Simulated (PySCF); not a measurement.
Record of a relaxation.

C₂H₈SiTe.
Bonds: C1–C2, C2–Si3, Si3–Te4. Hydrogens: H5, H6, H7 on C1; H8, H9 on C2; H10, H11 on Si3; H12 on Te4.

Method: PBE0-D3(BJ)/def2-SVP geometry optimisation, gas phase, def2 core potentials past Kr (PySCF); density fitting, grid level 1; the optimiser is geomeTRIC in internal coordinates, started from a GFN2-xTB structure with every atom displaced at random (about 0.01 Å). The frame can shift and turn from step to step; on so coarse a grid that alone can change the energy by a few meV, and forces under 0.02 eV/Å are noise.

Step 0: E = -17366.2430 eV, largest atomic force 2.273 eV/Å
```
atom  x, y, z in Å  |  force x, y, z in eV/Å
C1     -1.001   -1.087   -0.317   -1.391   1.787  -0.191
C2     -0.637    0.054    0.631    1.041  -0.765  -0.340
Si3     0.573    1.293   -0.139    0.243  -0.724   1.075
Te4     2.691    0.152   -0.912   -0.130   0.150  -0.115
H5     -1.501   -0.662   -1.222    0.246  -0.344   0.301
H6     -0.146   -1.620   -0.635    1.280  -0.903  -0.483
H7     -1.707   -1.756    0.151   -0.411  -0.585   0.254
H8     -1.513    0.599    0.942   -0.744   0.526   0.222
H9     -0.197   -0.368    1.555    0.070   0.202  -0.061
H10     0.006    1.924   -1.300   -0.396   0.461  -0.970
H11     0.854    2.338    0.869    0.178   0.264   0.165
H12     2.618   -0.896    0.369    0.013  -0.069   0.143
```

Step 1: E = -17366.3670 eV, largest atomic force 0.465 eV/Å
```
atom  x, y, z in Å  |  force x, y, z in eV/Å
C1     -1.024   -1.110   -0.402    0.351  -0.292  -0.088
C2     -0.650   -0.027    0.597   -0.138   0.258   0.114
Si3     0.538    1.299   -0.030    0.006  -0.095  -0.270
Te4     2.678    0.277   -0.884   -0.066   0.017   0.044
H5     -1.491   -0.690   -1.304   -0.052   0.043  -0.058
H6     -0.127   -1.676   -0.738   -0.301   0.181   0.116
H7     -1.732   -1.832    0.038    0.029   0.026  -0.036
H8     -1.554    0.522    0.936    0.123  -0.084  -0.016
H9     -0.208   -0.464    1.508    0.013  -0.024   0.044
H10    -0.021    1.982   -1.245    0.033  -0.003   0.090
H11     0.822    2.331    1.011   -0.033  -0.038   0.055
H12     2.821   -0.630    0.507    0.037   0.011   0.007
```

Step 2: E = -17366.3748 eV, largest atomic force 0.097 eV/Å
```
atom  x, y, z in Å  |  force x, y, z in eV/Å
C1     -1.028   -1.109   -0.404    0.068  -0.058  -0.038
C2     -0.651   -0.026    0.599   -0.051   0.065   0.037
Si3     0.537    1.289   -0.042    0.015  -0.035  -0.068
Te4     2.678    0.274   -0.882   -0.015  -0.011   0.002
H5     -1.499   -0.683   -1.304   -0.011   0.004   0.013
H6     -0.140   -1.670   -0.742   -0.044   0.033   0.021
H7     -1.734   -1.832    0.032   -0.008   0.001  -0.009
H8     -1.548    0.522    0.942    0.016  -0.018   0.002
H9     -0.205   -0.466    1.508    0.008  -0.004  -0.008
H10    -0.020    1.981   -1.247    0.012   0.008   0.016
H11     0.814    2.309    1.013   -0.007  -0.008   0.029
H12     2.850   -0.609    0.521    0.017   0.024   0.004
```

Step 3: E = -17366.3773 eV, largest atomic force 0.060 eV/Å
```
atom  x, y, z in Å  |  force x, y, z in eV/Å
C1     -1.037   -1.109   -0.407   -0.044   0.038   0.011
C2     -0.654   -0.029    0.598   -0.009  -0.020  -0.018
Si3     0.538    1.279   -0.048    0.006  -0.002   0.033
Te4     2.681    0.270   -0.886   -0.011  -0.013  -0.020
H5     -1.513   -0.677   -1.302   -0.001  -0.004   0.008
H6     -0.154   -1.668   -0.749    0.051  -0.027  -0.018
H7     -1.744   -1.832    0.028   -0.006  -0.003   0.004
H8     -1.547    0.520    0.948   -0.016   0.010   0.005
H9     -0.204   -0.472    1.504    0.009   0.000  -0.010
H10    -0.016    1.980   -1.247    0.004   0.008  -0.013
H11     0.815    2.292    1.016    0.005  -0.005   0.004
H12     2.888   -0.571    0.538    0.011   0.018   0.013
```

Step 4: E = -17366.3792 eV, largest atomic force 0.133 eV/Å
```
atom  x, y, z in Å  |  force x, y, z in eV/Å
C1     -1.051   -1.109   -0.412   -0.096   0.085   0.037
C2     -0.659   -0.034    0.597    0.024  -0.069  -0.051
Si3     0.541    1.265   -0.051   -0.010   0.029   0.087
Te4     2.682    0.259   -0.893    0.002  -0.022  -0.018
H5     -1.534   -0.670   -1.300    0.010  -0.009   0.004
H6     -0.173   -1.668   -0.761    0.080  -0.049  -0.035
H7     -1.759   -1.832    0.023    0.001  -0.007   0.010
H8     -1.546    0.516    0.955   -0.028   0.023   0.006
H9     -0.204   -0.484    1.497    0.002   0.002  -0.007
H10    -0.009    1.976   -1.246   -0.002   0.005  -0.025
H11     0.822    2.269    1.021    0.013  -0.003  -0.012
H12     2.943   -0.507    0.564    0.005   0.017   0.005
```

Step 5: E = -17366.3807 eV, largest atomic force 0.124 eV/Å
```
atom  x, y, z in Å  |  force x, y, z in eV/Å
C1     -1.074   -1.108   -0.419   -0.087   0.081   0.037
C2     -0.667   -0.044    0.594    0.045  -0.076  -0.053
Si3     0.546    1.247   -0.050   -0.021   0.043   0.082
Te4     2.680    0.237   -0.901    0.007  -0.015  -0.017
H5     -1.562   -0.659   -1.299    0.013  -0.009  -0.002
H6     -0.200   -1.669   -0.780    0.058  -0.041  -0.030
H7     -1.782   -1.830    0.016    0.008  -0.008   0.009
H8     -1.547    0.512    0.964   -0.023   0.021   0.004
H9     -0.207   -0.505    1.486   -0.009   0.001   0.000
H10     0.002    1.968   -1.241   -0.009  -0.002  -0.020
H11     0.840    2.241    1.028    0.016  -0.003  -0.018
H12     3.024   -0.407    0.597    0.002   0.006   0.008
```

Step 6: E = -17366.3818 eV, largest atomic force 0.056 eV/Å
```
atom  x, y, z in Å  |  force x, y, z in eV/Å
C1     -1.090   -1.107   -0.426   -0.034   0.036   0.014
C2     -0.672   -0.053    0.593    0.036  -0.037  -0.022
Si3     0.548    1.234   -0.045   -0.017   0.026   0.030
Te4     2.679    0.220   -0.903    0.007  -0.009   0.004
H5     -1.581   -0.651   -1.300    0.007  -0.003  -0.003
H6     -0.220   -1.671   -0.795    0.016  -0.014  -0.011
H7     -1.799   -1.829    0.009    0.008  -0.005   0.003
H8     -1.547    0.507    0.969   -0.009   0.010   0.001
H9     -0.212   -0.523    1.479   -0.013  -0.001   0.003
H10     0.007    1.958   -1.237   -0.009  -0.004  -0.004
H11     0.856    2.224    1.032    0.009  -0.001  -0.009
H12     3.082   -0.327    0.619   -0.003   0.004  -0.005
```

Step 7: E = -17366.3821 eV, largest atomic force under 0.02 eV/Å
```
atom  x, y, z in Å  |  force x, y, z in eV/Å
C1     -1.091   -1.106   -0.428   -0.002   0.004  -0.002
C2     -0.671   -0.056    0.593    0.016  -0.007   0.003
Si3     0.547    1.234   -0.042   -0.005   0.007  -0.001
Te4     2.678    0.217   -0.902    0.000   0.001  -0.003
H5     -1.581   -0.648   -1.302    0.001   0.001  -0.002
H6     -0.221   -1.671   -0.800   -0.002   0.001  -0.001
H7     -1.799   -1.829    0.006    0.003  -0.002  -0.001
H8     -1.547    0.504    0.970   -0.001   0.001  -0.001
H9     -0.214   -0.529    1.479   -0.008  -0.002   0.002
H10     0.002    1.955   -1.234   -0.004  -0.003   0.002
H11     0.859    2.224    1.032    0.002   0.000  -0.001
H12     3.090   -0.313    0.622    0.000  -0.001   0.004
```

Q: Summarise the path.

A: The energy falls by 0.1390 eV from step 0 to step 7; nine tenths of that is first reached at step 2. It falls at every step. The largest force goes from 2.273 to under 0.02 eV/Å. Among the bonds Si3–H10 changes most, from 1.438 to 1.496 Å; the atoms move by 0.236 Å rms after alignment.

Q: Follow the three bonds and two angles with the largest change from start to end.

A: 
```
step  E above end (eV)  largest force (eV/Å)  Si3–H10 (Å)  C1–H6 (Å)  C2–H8 (Å)  Te4–Si3–H10 (°)  H6–C1–H7 (°)
   0            0.1390                 2.273        1.438      1.057      1.077            106.3         110.3
   1            0.0151                 0.465        1.501      1.113      1.110            103.1         107.7
   2            0.0072                 0.097        1.497      1.103      1.106            103.6         107.7
   3            0.0048                 0.060        1.495      1.099      1.105            103.7         107.7
   4            0.0029                 0.133        1.494      1.098      1.104            103.7         107.8
   5            0.0014                 0.124        1.495      1.099      1.104            103.5         107.8
   6            0.0003                 0.056        1.496      1.101      1.105            103.3         107.8
   7            0.0000            under 0.02        1.496      1.101      1.105            103.4         107.7
```

The cost below is that of the whole optimisation. Hardware: Intel Xeon Platinum 8488C, one thread, shared host. Cost: 43 s, 0.48 GiB resident at most.
